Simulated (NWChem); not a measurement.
Molecule: SiH$_{2}$OBrF; SMILES O[SiH](F)Br

```xyz
6

Si    -0.0109     0.9486     0.3846
O     -1.3567     1.6709    -0.2504
F      1.3469     1.5595    -0.2796
Br     0.0135    -1.2384    -0.0439
H     -0.0050     1.2134     1.8443
H     -1.5821     1.4459    -1.1708
```
Atoms are numbered in this order, from 1.

Program: NWChem. Pople sets run with spherical d functions. All runs use the structure optimised with PBE-D3(BJ)/def2-SVP.

Among these, which level gives the highest value of “highest occupied level (eV)”?
A. PBE0/6-311G**
B. PBE0/6-31G*
C. PBE0/STO-3G
D. PBE0/3-21G

C, PBE0/STO-3G. Values: PBE0/6-311G** -8.93; PBE0/6-31G* -8.82; PBE0/3-21G -8.68; PBE0/STO-3G -5.14
